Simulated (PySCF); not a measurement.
I3In, charge -1, doublet, at a GFN2-xTB geometry (such geometries of metal compounds can be far from the true shape) (a state made from the parent by changing its charge; the spin is typed, not shown lowest) (all electrons, no relativity). Base run: PySCF with HF/STO-3G.

Geometry (Å):
```xyz
4

In     0.2242     0.5789     0.4006
I      2.4936    -0.6030    -0.9440
I     -0.9930    -1.3851     2.1374
I     -1.7079     1.4529    -1.5637
```
Charge -1, spin multiplicity 2.
Orbitals are unrestricted.
All else is at PySCF's defaults.

Variants of this job, named by their change:

| change | basis functions | E (Eh) | HOMO (eV) |
|---|---|---|---|
| base | 108 | -26235.13440 | -0.12 |
| basis = Sapporo-DKH3-DZP-2012; relativity = spin-free X2C | 208 | -27215.48434 | -4.16 |
| basis = jorge-DZP-DKH; relativity = none | 192 | -26203.88844 | -4.31 |
| basis = jorge-DZP-DKH; relativity = spin-free X2C | 192 | -27194.77810 | -4.27 |
| basis = jorge-DZP-DKH; relativity = spin-free X2C; nucleus = Gaussian (with nucmod='G') | 192 | -27194.04680 | -4.27 |
| basis = x2c-SVPall; relativity = none | 144 | -25795.82899 | -4.13 |
| basis = x2c-SVPall; relativity = spin-free X2C; nucleus = Gaussian (with nucmod='G') | 144 | -27213.56942 | -3.87 |
| basis = Sapporo-DKH3-DZP-2012; relativity = spin-free X2C; nucleus = Gaussian (with nucmod='G') | 208 | -27214.72396 | -4.16 |
| basis = x2c-SVPall; relativity = spin-free X2C | 144 | -27214.21487 | -3.87 |
| basis = Sapporo-DKH3-DZP-2012; relativity = none | 208 | -25646.90136 | -4.24 |

Absolute energies of different levels of theory aren't comparable as measures of quality.

Open shells are given as the SCF converged; they aren't shown to be the lowest states, and a large step between rows can be another state.

Basis sets contracted for a relativistic Hamiltonian are a mismatch without it, so the rows without relativity aren't non-relativistic limits. No row has spin-orbit coupling; sets with core potentials leave out the core electrons.
